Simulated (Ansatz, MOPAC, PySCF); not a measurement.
Molecule: Si2H (charge -1, singlet). SMILES: [Si-]#[SiH]
Geometry: optimised at B3LYP-D3(BJ)/def2-TZVP (Ansatz, an electronic-structure program).

Unscaled harmonic wavenumbers (cm⁻¹) in rising order, each level at the stationary point that it reaches from this structure (no distance between atoms moves by over 0.3 Å); the order of modes can differ between levels, and a negative number is imaginary. B3LYP-D3(BJ)/def2-TZVP (PySCF, at the structure above): 95, 95, 620, 2061.

PM6 (MOPAC): 382, 382, 714, 2042. Zero-point energy 5.0 against 4.1 kcal/mol; where all levels lie over 400 cm⁻¹, the wavenumbers are on average 1.072 times those of B3LYP-D3(BJ)/def2-TZVP.

HF/3-21G (Ansatz): 201, 201, 656, 2208. Zero-point energy 4.7 against 4.1 kcal/mol; where all levels lie over 400 cm⁻¹, the wavenumbers are on average 1.064 times those of B3LYP-D3(BJ)/def2-TZVP.

HF/6-31G* (Ansatz): -84, -84, 681, 2272. Zero-point energy 4.2 against 4.1 kcal/mol; where all levels lie over 400 cm⁻¹, the wavenumbers are on average 1.101 times those of B3LYP-D3(BJ)/def2-TZVP. This level finds the structure a saddle point. The zero-point energy leaves imaginary modes out.

B3LYP/6-31G* (Ansatz): 45, 45, 614, 2056. Zero-point energy 3.9 against 4.1 kcal/mol; where all levels lie over 400 cm⁻¹, the wavenumbers are on average 0.994 times those of B3LYP-D3(BJ)/def2-TZVP.
